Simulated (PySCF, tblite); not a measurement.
Isomers of C4H9P2Si (doublet state), one GFN2-xTB conformer each. Single-point energies are computed at B3LYP/pcH-1 (PySCF, gas phase, no added dispersion term), electronic only. GFN2-xTB treats the open shell by occupation alone, and not every SCF solution was tested for stability.

Question: Rank them by B3LYP/pcH-1 energy, lowest first (kcal/mol).
A. `[CH2:1]=[C:2]/[CH:3]=[CH:4]\[SiH:5]([PH2:6])[PH2:7]` (doublet state) with C3–C4–Si5–P6 -64°, C4–Si5–P6–H 25° and -68°, C4–Si5–P7–H -91° and 176°
B. `[CH:1]#[C:2][CH:3][CH2:4][SiH:5]([PH2:6])[PH2:7]` (doublet state) with C2–C3–C4–Si5 -94°, C3–C4–Si5–P6 -170°, C4–Si5–P6–H -162° and -69°, C4–Si5–P7–H 92° and -175°
C. `[CH:1]#[C:2][CH2:3][CH2:4][Si:5]([PH2:6])[PH2:7]` (doublet state) with C2–C3–C4–Si5 -59°, C3–C4–Si5–P6 -158°, C4–Si5–P6–H -169° and -76°, C4–Si5–P7–H 178° and 85°
D. `[CH:1]#[C:2][CH2:3][CH2:4][Si@H:5]([PH:6])[PH2:7]` (doublet state) with C2–C3–C4–Si5 -64°, C3–C4–Si5–P6 -62°, C4–Si5–P6–H 167°, C4–Si5–P7–H 165° and 72°

Answer: D (0.0), A (1.9), C (6.4), B (6.5).

Neighbours under 5.0 kcal/mol apart (C#CCC[Si@H]([PH])P and C=[C]/C=C\[SiH](P)P; C=[C]/C=C\[SiH](P)P and C#CCC[Si](P)P; C#CCC[Si](P)P and C#C[CH]C[SiH](P)P) can change places with a better method, another conformer or zero-point energy. GFN2-xTB itself gives, in the same order: 1.0, 10.4, 0.0, 13.4. GFN2-xTB puts C#CCC[Si](P)P lowest instead; measured from each level's own lowest isomer, the values differ by up to 8.5 kcal/mol (C=[C]/C=C\[SiH](P)P: 10.4 against 1.9).

Q: What happens when harmonic zero-point energies from GFN2-xTB frequencies are added?

A: 
| SMILES | ZPE (kcal/mol) | electronic (kcal/mol) | with ZPE (kcal/mol) |
| --- | --- | --- | --- |
| C#CCC[Si@H]([PH])P | 67.6 | 0.0 | 0.8 |
| C=[C]/C=C\[SiH](P)P | 64.9 | 1.9 | 0.0 |
| C#CCC[Si](P)P | 68.5 | 6.4 | 8.1 |
| C#C[CH]C[SiH](P)P | 64.7 | 6.5 | 4.4 |

The zero-point energies span 3.8 kcal/mol. C=[C]/C=C\[SiH](P)P becomes the lowest.
